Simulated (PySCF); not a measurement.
## A small calculation by hand: dipole moment from atomic charges

Ge(H)(Cl)2(vinyl) (C2H4Cl2Ge), SMILES [Cl][GeH]([CH]=C)[Cl]. Atoms are numbered in the order given.

```xyz
9

Ge     0.1242    -0.3153    -0.3809
Cl     0.4315     1.8170    -0.5039
Cl     1.3060    -1.0651     1.2609
C     -1.7352    -0.6319    -0.0069
C     -2.6233     0.3584     0.0992
H      0.6904    -0.9441    -1.6576
H     -2.0436    -1.6751     0.1309
H     -3.6780     0.1602     0.3181
H     -2.3305     1.4064    -0.0252
```

Geometry optimised at PBE0-D3(BJ)/def2-SVP. Other conformers were not sampled.

Charges (e) from PBE/def2-TZVP (PySCF):

```tsv
atom	ESP fit	IAO
Ge1	0.152	0.821
Cl2	-0.127	-0.294
Cl3	-0.137	-0.294
C4	-0.080	-0.397
C5	-0.358	-0.260
H6	0.046	-0.069
H7	0.146	0.168
H8	0.173	0.163
H9	0.186	0.161
```

The dipole moment of the full density is 2.61 D.

**Question.** What dipole moment does each set of point charges give, and which comes closer to that of the density?

**Answer.** 
μ = Σ q r, and 1 e Å = 4.8032 D.
ESP fit: Σ q r = (-0.473, -0.209, -0.208) e Å, |μ| = 2.68 D.
IAO: Σ q r = (-0.404, -0.286, -0.374) e Å, |μ| = 2.98 D.
ESP fit comes closer in size. Point charges leave out the atoms' own dipoles (lone pairs, polarised bonds); fits to the potential absorb them, partitions of the density don't.
